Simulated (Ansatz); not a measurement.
Ansatz (a program for electronic structure) input (B3LYP/6-31G* with LANL2DZ past Ar): The .json file joins the Basis Set Exchange's 6-31G* for atoms up to Ar and LANL2DZ past it.

Ansatz 0.2 input:
```yaml
crystal:
  periodic: [false, false, false]
  atoms:
    - {symbol: Ge, position_ang: [-0.00000000, -0.00000000, -0.38153575]}
    - {symbol: F, position_ang: [0.00000000, 0.00000000, 1.35657154]}
basis:
  gaussian:
    orbitals: 6-31Gs+LANL2DZ.json
hamiltonian:
  xc: {name: B3LYP}
magnetization: {spin_polarized: true, initial_magnetization: 1}
phonons: {temperatures: {t_min: 298.15, t_max: 298.15, t_step: 100}}
```

Output:

```
WARN ansatz: RAYON_NUM_THREADS=1 ignored (pool sized by the plan → 1); use --threads N
Functional definition: B3LYP
integrals: 0.00 GiB planned
272 factors; integrals over basis functions are off by at most 3.5e-4 eV
mean field: 0.07 GiB planned
mean field evaluation 1: about -2816.7785 eV, gradient 2.5e1 eV
mean field evaluation 2: about -2799.0723 eV, gradient 7.5e1 eV
mean field evaluation 4: about -2818.7765 eV, gradient 8.4e-1 eV
mean field evaluation 8: about -2818.7790 eV, gradient 4.3e-3 eV
mean field evaluation 16: about -2818.7806 eV, gradient 2.6e-2 eV
mean field -2818.77903464 eV, -103.5882188861 hartree, gradient 1.1e-5 eV, S^2 0.751014; 1 other end points of the search recorded, 0 dependent functions left out
the calculation of the forces begins
reference -2818.77919950 eV, -103.5882249444 hartree; 7, 6 occupied and 16, 17 virtual orbitals, 272 factors
these checks for a lower state are left out or cut short: stability, starts, cluster_reference, orbital_swaps, neighbouring_geometries, increment
integrals: 0.00 GiB planned
272 factors; integrals over basis functions are off by at most 3.5e-4 eV
mean field: 0.07 GiB planned
mean field -2818.77903464 eV, -103.5882188861 hartree, gradient 1.5e-6 eV, S^2 0.751014; 0 other end points of the search recorded, 0 dependent functions left out
the calculation of the forces begins
reference -2818.77919950 eV, -103.5882249443 hartree; 7, 6 occupied and 16, 17 virtual orbitals, 272 factors
these checks for a lower state are left out or cut short: stability, starts, cluster_reference, orbital_swaps, neighbouring_geometries, increment
integrals: 0.00 GiB planned
272 factors; integrals over basis functions are off by at most 3.5e-4 eV
mean field: 0.07 GiB planned
mean field evaluation 32: about -2818.7790 eV, gradient 3.7e-5 eV
mean field -2818.77903464 eV, -103.5882188861 hartree, gradient 1.5e-6 eV, S^2 0.751014; 0 other end points of the search recorded, 0 dependent functions left out
the calculation of the forces begins
reference -2818.77919950 eV, -103.5882249443 hartree; 7, 6 occupied and 16, 17 virtual orbitals, 272 factors
these checks for a lower state are left out or cut short: stability, starts, cluster_reference, orbital_swaps, neighbouring_geometries, increment
integrals: 0.00 GiB planned
272 factors; integrals over basis functions are off by at most 3.5e-4 eV
mean field: 0.07 GiB planned
mean field -2818.77903464 eV, -103.5882188861 hartree, gradient 7.3e-7 eV, S^2 0.751014; 0 other end points of the search recorded, 0 dependent functions left out
the calculation of the forces begins
reference -2818.77919950 eV, -103.5882249443 hartree; 7, 6 occupied and 16, 17 virtual orbitals, 272 factors
these checks for a lower state are left out or cut short: stability, starts, cluster_reference, orbital_swaps, neighbouring_geometries, increment
integrals: 0.00 GiB planned
272 factors; integrals over basis functions are off by at most 3.5e-4 eV
mean field: 0.07 GiB planned
mean field -2818.77903464 eV, -103.5882188861 hartree, gradient 7.3e-7 eV, S^2 0.751014; 0 other end points of the search recorded, 0 dependent functions left out
the calculation of the forces begins
reference -2818.77919950 eV, -103.5882249443 hartree; 7, 6 occupied and 16, 17 virtual orbitals, 272 factors
these checks for a lower state are left out or cut short: stability, starts, cluster_reference, orbital_swaps, neighbouring_geometries, increment
integrals: 0.00 GiB planned
272 factors; integrals over basis functions are off by at most 3.5e-4 eV
mean field: 0.07 GiB planned
mean field -2818.77896236 eV, -103.5882162299 hartree, gradient 1.5e-6 eV, S^2 0.751014; 0 other end points of the search recorded, 0 dependent functions left out
the calculation of the forces begins
reference -2818.77912730 eV, -103.5882222910 hartree; 7, 6 occupied and 16, 17 virtual orbitals, 272 factors
these checks for a lower state are left out or cut short: stability, starts, cluster_reference, orbital_swaps, neighbouring_geometries, increment
integrals: 0.00 GiB planned
272 factors; integrals over basis functions are off by at most 3.5e-4 eV
mean field: 0.07 GiB planned
mean field evaluation 64: about -2818.7790 eV, gradient 1.8e-6 eV
mean field -2818.77896146 eV, -103.5882161967 hartree, gradient 1.8e-6 eV, S^2 0.751013; 0 other end points of the search recorded, 0 dependent functions left out
the calculation of the forces begins
reference -2818.77912624 eV, -103.5882222522 hartree; 7, 6 occupied and 16, 17 virtual orbitals, 272 factors
these checks for a lower state are left out or cut short: stability, starts, cluster_reference, orbital_swaps, neighbouring_geometries, increment
integrals: 0.00 GiB planned
272 factors; integrals over basis functions are off by at most 3.5e-4 eV
mean field: 0.07 GiB planned
mean field -2818.77903464 eV, -103.5882188861 hartree, gradient 1.5e-6 eV, S^2 0.751014; 0 other end points of the search recorded, 0 dependent functions left out
the calculation of the forces begins
reference -2818.77919950 eV, -103.5882249443 hartree; 7, 6 occupied and 16, 17 virtual orbitals, 272 factors
these checks for a lower state are left out or cut short: stability, starts, cluster_reference, orbital_swaps, neighbouring_geometries, increment
integrals: 0.00 GiB planned
272 factors; integrals over basis functions are off by at most 3.5e-4 eV
mean field: 0.07 GiB planned
mean field -2818.77903464 eV, -103.5882188861 hartree, gradient 1.5e-6 eV, S^2 0.751014; 0 other end points of the search recorded, 0 dependent functions left out
the calculation of the forces begins
reference -2818.77919950 eV, -103.5882249443 hartree; 7, 6 occupied and 16, 17 virtual orbitals, 272 factors
these checks for a lower state are left out or cut short: stability, starts, cluster_reference, orbital_swaps, neighbouring_geometries, increment
integrals: 0.00 GiB planned
272 factors; integrals over basis functions are off by at most 3.5e-4 eV
mean field: 0.07 GiB planned
mean field -2818.77903464 eV, -103.5882188861 hartree, gradient 7.3e-7 eV, S^2 0.751014; 0 other end points of the search recorded, 0 dependent functions left out
the calculation of the forces begins
reference -2818.77919950 eV, -103.5882249443 hartree; 7, 6 occupied and 16, 17 virtual orbitals, 272 factors
these checks for a lower state are left out or cut short: stability, starts, cluster_reference, orbital_swaps, neighbouring_geometries, increment
integrals: 0.00 GiB planned
272 factors; integrals over basis functions are off by at most 3.5e-4 eV
mean field: 0.07 GiB planned
mean field -2818.77903464 eV, -103.5882188861 hartree, gradient 7.3e-7 eV, S^2 0.751014; 0 other end points of the search recorded, 0 dependent functions left out
the calculation of the forces begins
reference -2818.77919950 eV, -103.5882249443 hartree; 7, 6 occupied and 16, 17 virtual orbitals, 272 factors
these checks for a lower state are left out or cut short: stability, starts, cluster_reference, orbital_swaps, neighbouring_geometries, increment
integrals: 0.00 GiB planned
272 factors; integrals over basis functions are off by at most 3.5e-4 eV
mean field: 0.07 GiB planned
mean field evaluation 96: about -2818.7790 eV, gradient 7.7e-5 eV
mean field -2818.77896146 eV, -103.5882161967 hartree, gradient 1.8e-6 eV, S^2 0.751013; 0 other end points of the search recorded, 0 dependent functions left out
the calculation of the forces begins
reference -2818.77912624 eV, -103.5882222522 hartree; 7, 6 occupied and 16, 17 virtual orbitals, 272 factors
these checks for a lower state are left out or cut short: stability, starts, cluster_reference, orbital_swaps, neighbouring_geometries, increment
integrals: 0.00 GiB planned
272 factors; integrals over basis functions are off by at most 3.5e-4 eV
mean field: 0.07 GiB planned
mean field -2818.77896236 eV, -103.5882162299 hartree, gradient 1.5e-6 eV, S^2 0.751014; 0 other end points of the search recorded, 0 dependent functions left out
the calculation of the forces begins
reference -2818.77912730 eV, -103.5882222910 hartree; 7, 6 occupied and 16, 17 virtual orbitals, 272 factors
Total energy: -2818.77919950 eV, -103.5882249444 hartree
Atom 0 at    -0.000000    -0.000000    -0.381536 Å, force     0.000000    -0.000000     0.000306 eV/Å
Atom 1 at     0.000000     0.000000     1.356572 Å, force    -0.000000     0.000000    -0.000306 eV/Å
Dipole moment:    -0.000000    -0.000000    -0.338289 e Å
Vibrations: 648.28 cm⁻¹, zero-point energy 0.040188 eV
```

The blocks after the first are displaced geometries, from whose forces the wavenumbers follow.
